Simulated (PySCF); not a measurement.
## A small calculation by hand: entropy of an ideal gas

Si(OH)3(NH2) (H5NO3Si), SMILES O[Si](N)(O)O.

The structure is a stationary point at PBE-D3(BJ)/def2-SVP. One conformer was computed; it need not be the lowest.

PBE-D3(BJ)/def2-SVP (PySCF 2.14.0) gives the harmonic wavenumbers 130, 214, 232, 253, 289, 324, 343, 358, 394, 413, 723, 779, 810, 818, 837, 886, 959, 972, 1486, 3504, 3603, 3763, 3766, 3772 cm⁻¹ and the rotational temperatures 0.1941, 0.1840, 0.1632 K. The molar mass is 95.13 g/mol, the symmetry number 1, the spin multiplicity 1.

Work out the entropy at 298.15 K and 1 atm in the rigid-rotor, harmonic-oscillator model.


Translation (Sackur–Tetrode at 1 atm): S = R[1.5 ln M + 2.5 ln T − 1.16487] = 165.6 J/(mol K).
Rotation: q = (√π/σ) T^1.5/√(θA θB θC) = 120000, S = R[ln q + 3/2] = 109.7 J/(mol K).
Vibration: with u = 1.4388 ν/T, each mode gives R[u/(e^u − 1) − ln(1 − e^−u)]:
| ν (cm⁻¹) | modes | u | S (J/(mol K)) |
|---|---|---|---|
| 130 | 1 | 0.63 | 12.33 |
| 214 | 1 | 1.03 | 8.41 |
| 232 | 1 | 1.12 | 7.80 |
| 253 | 1 | 1.22 | 7.15 |
| 289 | 1 | 1.39 | 6.19 |
| 324 | 1 | 1.56 | 5.40 |
| 343 | 1 | 1.66 | 5.01 |
| 358 | 1 | 1.73 | 4.73 |
| 394 | 1 | 1.90 | 4.12 |
| 413 | 1 | 1.99 | 3.83 |
| 723 | 1 | 3.49 | 1.17 |
| 779 | 1 | 3.76 | 0.94 |
| 810 | 1 | 3.91 | 0.83 |
| 818 | 1 | 3.95 | 0.81 |
| 837 | 1 | 4.04 | 0.75 |
| 886 | 1 | 4.28 | 0.62 |
| 959 | 1 | 4.63 | 0.46 |
| 972 | 1 | 4.69 | 0.44 |
| 1486 | 1 | 7.17 | 0.05 |
The stiffer modes add less than 0.005 each. Sum 71.0 J/(mol K).
Spin: R ln 1 = 0.0 J/(mol K).
Total 346.3 J/(mol K); the program's own thermochemistry gives 346.3. Translation makes up 48 % and vibration 21 %. Anharmonicity, hindered rotation and orbital degeneracy are left out.
